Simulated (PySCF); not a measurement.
Species: C4H10OSi.
Geometry (PBE0-D3(BJ)/def2-SVP, Å), atoms numbered from 1 in this order:
```xyz
16
C4H10OSi angstrom
C      3.0855    0.0376    0.5335
C      1.7919    0.0075    0.8561
O      0.8154    0.4691    0.0504
Si    -0.8330    0.1285    0.1987
C     -1.1904   -1.5616   -0.5126
C     -1.7209    1.4879   -0.7125
H      3.4155    0.4344   -0.4290
H      3.8302   -0.3285    1.2408
H      1.4603   -0.3879    1.8285
H     -1.1610    0.1434    1.6618
H     -2.2596   -1.8100   -0.4178
H     -0.9216   -1.5992   -1.5799
H     -0.6141   -2.3400    0.0111
H     -2.8122    1.3583   -0.6428
H     -1.4423    1.4833   -1.7777
H     -1.4624    2.4728   -0.2955
```

Method used: TDDFT B3LYP/def2-SVPD, vertical, gas phase, core orbitals frozen in the response in PySCF 2.14.0, density-fitted response routines.

Ground-to-excited transition dipoles (e·a0, same axes as the geometry; the sign carries no meaning), for the states with f of 0.002 or more among the lowest 8:

```json
{"state": "S1", "E (hartree)": "0.2221", "μx": "0.071", "μy": "-0.138", "μz": "-0.103"}
{"state": "S2", "E (hartree)": "0.2289", "μx": "-0.081", "μy": "-0.174", "μz": "-0.047"}
{"state": "S3", "E (hartree)": "0.2404", "μx": "0.377", "μy": "-0.078", "μz": "-0.151"}
{"state": "S4", "E (hartree)": "0.2475", "μx": "-1.498", "μy": "-0.078", "μz": "0.031"}
{"state": "S5", "E (hartree)": "0.2519", "μx": "0.257", "μy": "-0.323", "μz": "-0.117"}
{"state": "S6", "E (hartree)": "0.2573", "μx": "-0.392", "μy": "-0.204", "μz": "-0.170"}
{"state": "S8", "E (hartree)": "0.2855", "μx": "0.100", "μy": "0.032", "μz": "0.032"}
```

Q: What oscillator strength does each state have?

A: f = (2/3) ΔE |μ|² with ΔE in hartree (27.2114 eV).

| state | \|μ\|² (au) | \|μ\| (D) | f |
| --- | --- | --- | --- |
| S1 | 0.035 | 0.47 | 0.005 |
| S2 | 0.039 | 0.50 | 0.006 |
| S3 | 0.171 | 1.05 | 0.027 |
| S4 | 2.252 | 3.81 | 0.372 |
| S5 | 0.184 | 1.09 | 0.031 |
| S6 | 0.224 | 1.20 | 0.038 |
| S8 | 0.012 | 0.28 | 0.002 |

Q: What angle do the transition dipoles of S3 and S6 make?

A: |cos θ| = |μa·μb| / (|μa| |μb|) = 0.54, so θ ≈ 57° (taken between 0 and 90°, since the signs are arbitrary).

Q: How is the summed strength of these states shared among x, y and z?

A: (2/3) Σ ΔE μα² gives 0.434 for x, 0.034 for y and 0.013 for z, 0.482 in all.

Q: What peak molar absorption coefficient would the strongest computed level give as a lone Gaussian band 0.4 eV wide at half height?

A: ε(max) = 2.175×10⁸ f / FWHM, with the width in cm⁻¹. S4: 2.175×10⁸ × 0.3715 / 3226 ≈ 25000 L mol⁻¹ cm⁻¹.

All these states lie below the vertical ionisation energy of 8.72 eV (ΔSCF).

One conformer stands for the species.
